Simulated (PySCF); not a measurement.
Electron correlation in Au (gold, neutral)

[Xe] 4f14 5d10 6s1, 2S determinant. Calculation: PySCF 2.14, in def2-QZVPPD with the def2 core potential (60 electrons) (7s5p4d4f2g, 88 functions); scalar relativity through the core potential. Frozen: nothing; 19 electrons correlated.

MP2 pair energies summed by pair of shells (mhartree):

```
 pair   energy  share (%)
5d-5d  -340.42       51.7
5p-5d  -160.52       24.4
5d-6s   -53.34        8.1
5p-5p   -45.83        7.0
5s-5d   -26.73        4.1
5s-5p   -22.72        3.4
5p-6s    -5.25        0.8
5s-5s    -3.85        0.6
5s-6s    -0.38        0.1
```

Total MP2 correlation energy: -659.03 mhartree.

Same-spin part -214.43 and opposite-spin part -444.59 mhartree; SCS-MP2 scales them by 1/3 and 6/5 to -604.99 mhartree.

The basis has no tight functions for the innermost shells, so their pair energies are far from complete.

This basis was not built for core-valence correlation, so the inner-shell part is incomplete.
